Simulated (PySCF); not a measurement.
## A series of related molecules

Computed, not measured: TDDFT CAM-B3LYP/aug-cc-pVDZ circular dichroism and optical rotation, one conformer, gas phase (PySCF 2.14.0). Geometry: GFN2-xTB.

Each molecule in one low-energy conformer. The parent is C#C[C@@H]1C=C[C@H](F)C1.

Q: How does the specific rotation at 589.3 nm (origin-invariant length gauge) change along this series?
- C#C[C@@H]1C=C[C@H](F)C1 (base)
- C#C[C@H]1C=C[C@H](F)C1 (diastereomer)

A: 
```tsv
molecule	[α]589 (deg dm⁻¹ (g/mL)⁻¹)	S1 (eV)	R(S1), velocity form (10⁻⁴⁰ esu² cm²)
C#C[C@@H]1C=C[C@H](F)C1	-132.3	6.50	+1.9
C#C[C@H]1C=C[C@H](F)C1	+361.9	6.51	-2.5
```
The specific rotation at 589.3 nm (origin-invariant length gauge) is lowest for C#C[C@@H]1C=C[C@H](F)C1 and highest for C#C[C@H]1C=C[C@H](F)C1.
